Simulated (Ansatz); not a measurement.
Isolated molecules relaxed with PBE0-D4/def2-TZVP in Ansatz; ΔE leaves out vibrations. CCSD(T)/CBS adds triple-zeta CCSD(T) − MP2 to the extrapolated MP2 energy (def2 sets, frozen cores). Functionals use def2-TZVPP. For Ge outer-core shells are correlated without core-valence functions, which leaves a few kJ/mol of doubt a bond. Scalar relativity is left out up to krypton. Each species was taken in one conformer, which may not be the lowest.

`C[O][GeH]([F])[AlH2]` + `F[SiH](F)F` → `C[O][GeH]([F])[F]` + `F[SiH](F)[AlH2]`  (redistribution)

Question: Is it downhill or uphill in electronic energy at CCSD(T)/CBS, and by how much? (Best estimate.)

Answer: Ansatz gave: Uphill: ΔE = +30.6 kcal/mol.

Question: What do these levels give: PBE-D4, r2SCAN-D4, ωB97M-V, r2SCANh, r2SCAN0, HF/def2-SVP, CCSD/def2-SVP, HF/def2-TZVPP, MP2/def2-TZVPP, MP2/def2-QZVPP, SCS-MP2/def2-QZVPP, MP2/CBS(def2)? (Best estimate.)

Answer: Computed: PBE-D4 27.4, r2SCAN-D4 29.5, ωB97M-V 30.1, r2SCANh 29.8, r2SCAN0 30.1, HF/def2-SVP 24.3, CCSD/def2-SVP 24.1, HF/def2-TZVPP 29.0, MP2/def2-TZVPP 30.6, MP2/def2-QZVPP 31.2, SCS-MP2/def2-QZVPP 30.1, MP2/CBS(def2) 31.7 kcal/mol.

Largest T1 diagnostic among the species: 0.012.

Leaving LDA and LC-ωPBE aside and taking each functional with its dispersion term where it has one, the values, not all of them listed here, spread over 3.4 kcal/mol, from revPBE-D4 to BHLYP-D4. LDA lies +2.1 kcal/mol from PBE without D4. At CCSD(T), def2-SVP lies −6.6 kcal/mol from the extrapolated value and def2-TZVPP −1.1 kcal/mol.
